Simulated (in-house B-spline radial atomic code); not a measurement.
V²⁺ is squeezed into an impenetrable sphere of radius R (the orbitals vanish at R). Computed with an all-electron radial atomic-structure program (B-spline basis): scalar-relativistic (X2C) Hartree-Fock, spin-polarised, averaged over the determinants with the given up and down occupations, Fermi nucleus of rms radius 3.6002 fm.

Energies in eV above the free ion in [Ar] 3d3:

```json
{"R (bohr)": "7.14", "highest level (eV)": "-29.8", "[Ar] 3d3": "0.0003578", "[Ne] 3s2 3p5 3d4": "34.95"}
{"R (bohr)": "6.64", "highest level (eV)": "-29.8", "[Ar] 3d3": "0.001186", "[Ne] 3s2 3p5 3d4": "34.95"}
{"R (bohr)": "4.93", "highest level (eV)": "-29.8", "[Ar] 3d3": "0.0612", "[Ne] 3s2 3p5 3d4": "35"}
{"R (bohr)": "4.03", "highest level (eV)": "-29.4", "[Ar] 3d3": "0.4399", "[Ne] 3s2 3p5 3d4": "35.38"}
{"R (bohr)": "3.76", "highest level (eV)": "-29.1", "[Ar] 3d3": "0.7923", "[Ne] 3s2 3p5 3d4": "35.75"}
{"R (bohr)": "3.08", "highest level (eV)": "-27.4", "[Ar] 3d3": "3.664", "[Ne] 3s2 3p5 3d4": "38.88"}
{"R (bohr)": "2.78", "highest level (eV)": "-25.6", "[Ar] 3d3": "7.58", "[Ne] 3s2 3p5 3d4": "43.12"}
{"R (bohr)": "2.39", "highest level (eV)": "-20.6", "[Ar] 3d3": "21.02", "[Ne] 3s2 3p5 3d4": "57.41"}
{"R (bohr)": "1.78", "highest level (eV)": "4.15", "[Ar] 3d3": "124.9", "[Ne] 3s2 3p5 3d4": "163.7"}
{"R (bohr)": "1.37", "highest level (eV)": "57.4", "[Ar] 3d3": "471.1", "[Ne] 3s2 3p5 3d4": "507.7"}
```

Q: Does [Ne] 3s2 3p5 3d4 fall below [Ar] 3d3 under compression?

A: No, it stays above over the whole range.

The highest level is first positive in the row R = 1.78 bohr, pushed up by confinement above the zero of the free ion's potential. Each configuration is held fixed and needn't be the lowest in the sphere.
